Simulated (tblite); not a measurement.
Species: C3H9Si (doublet state).
SMILES with atom numbers: `[CH3:1][Si:2]([CH3:3])[CH3:4]` (hydrogens: H5, H6, H7 on C1; H8, H9, H10 on C3; H11, H12, H13 on C4)

Computed geometry: GFN2-xTB, gas phase. This method treats the open shell by occupation alone, without spin polarisation.

Question: List the bond lengths and angles at this level.

Answer: 
```
                  bond  length (pm)
C1–Si2, Si2–C3, Si2–C4        190.8
C1–H5 and 8 like bonds        108.7
```

Bonds in one row agree within 1 pm and their mean is given. A selection of angles:
```
    angle  degrees
Si2–C1–H5    110.6
 H5–C1–H6    107.6
C1–Si2–C3    110.2
```

All 3 C–Si bonds measure 1.908 Å. Si2 (silicon bonded to 3 C) is pyramidal (angles 110.3°, 110.2° and 110.2°, sum 330.7°, 0.61 Å off the plane of its three neighbours).

Point group: C3v (every atom within 0.08 Å of its image). Its GFN2-xTB frequencies are all real (lowest 101 cm⁻¹). 2 starts were optimised and ended at 0.00 and 0.02 kcal/mol (GFN2-xTB); the lowest of these is shown.

The run took under 0.1 s of wall time on an Arm Neoverse V2 with one thread, shared host. This is the geometry optimisation.
